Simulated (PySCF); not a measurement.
## Dipole response of Bi- (bismuth, charge -1)

[Xe] 4f14 5d10 6s2 6p4, high-spin 3P determinant. Computed with PySCF 2.14 in aug-cc-pVQZ-DK3 (10s9p7d4f2g, 118 functions), with scalar relativity by spin-free X2C-1e. Coupled (time-dependent) response in atomic units; α is the mean over directions.

| method | mean α (bohr³) | α xx, yy, zz | C₆ (like pair) | S(−4) |
| --- | --- | --- | --- | --- |
| UHF | 140.3 | 107.8, 205.2, 107.8 | 2415 | 10790 |

S(−4) is the Cauchy moment in α(ω) = α(0) + S(−4) ω² + …

Spin-orbit coupling is absent.

α(iu) at UHF:

```
u (hartree)  α(iu) (bohr³)
          0          140.3
     0.0500          121.3
      0.100          94.66
      0.200          57.96
      0.300          38.01
      0.500          20.02
      0.750          11.49
       1.00          7.695
       1.50          4.384
       2.00          2.928
       3.00          1.611
       5.00         0.7019
```

A single London oscillator, α(iu) = α/(1 + u²/ω²), gives C₆ = (3/4) ω α². Matching the computed C₆ needs ω = 4 × 2415 / (3 × 140.3²) = 0.164 hartree.

For an ion, C₆ is the dispersion term alone; charge-induced terms of lower order in 1/R come first.

The components differ because the open shell of this determinant is not spherical; for a pure term their mean is the scalar polarisability.

Spin-orbit coupling is strong in this species (close to jj coupling), so the high-spin LS determinant is a model state, not a physical level.
